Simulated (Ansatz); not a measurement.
System: sum formula CaO₂H₂, charge 0, multiplicity 1. 
Structure (B3LYP-D3(BJ)/def2-TZVP (Ansatz, a quantum-chemistry and plane-wave program) minimum search):
```xyz
5

Ca     0.0000     0.0000     0.0000
O      0.0000     0.0000     2.0388
O      0.0000     0.0000    -2.0388
H      0.0000     0.0000     2.9939
H      0.0000     0.0000    -2.9939
```
Charge 0, spin multiplicity 1.

Basis-set convergence of Hartree-Fock and CCSD correlation energies (hartree) with Ansatz. Correlated levels leave the core frozen unless marked. Spin-orbit coupling is left out. Frozen are the shells of the preceding noble gas and the d and f shells that filled before the atom's block. The outer core of K, Ca and their heavier congeners is not correlated, a term that matters for these elements. No relativistic terms.

```
basis       functions       E(HF)  E(corr, CCSD)
----------  ---------  ----------  -------------
def2-SVP           62  -827.53999       -0.42352
def2-TZVPP        126  -827.81359       -0.53700
def2-QZVPP        244  -827.83887       -0.57816
```

Extrapolating the two largest sets (X = 3 and 4) as X^-3: E(corr) = (64·(-0.57816) - 27·(-0.53700))/37 = -0.6082 Eh, an estimate of the basis-set limit. The largest set recovers 95.1 % of it, the smallest 69.6 %.
